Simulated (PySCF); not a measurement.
Be(H)(OSiH3) (BeH4OSi), SMILES [BeH][O][SiH3].

Geometry: PBE-D3(BJ)/def2-TZVP.

Method: HF/def2-TZVPD run with PySCF.

Gas-phase values at a fixed geometry.

The total energy is -380.91249 hartree and the point group is C3v. The highest occupied level is -12.42 eV and the lowest empty level is 1.40 eV. The orbital gap is 13.82 eV and the dipole moment is 0.057 e·Å. The quadrupole, principal values (traceless, Buckingham form, about the centre of nuclear charge) is -5.20, 2.60, 2.60 D·Å and the mean static polarisability is 42.8 bohr³ (6.34 Å³). The polarisability, principal values comes out as 40.5, 40.5, 47.4 bohr³.
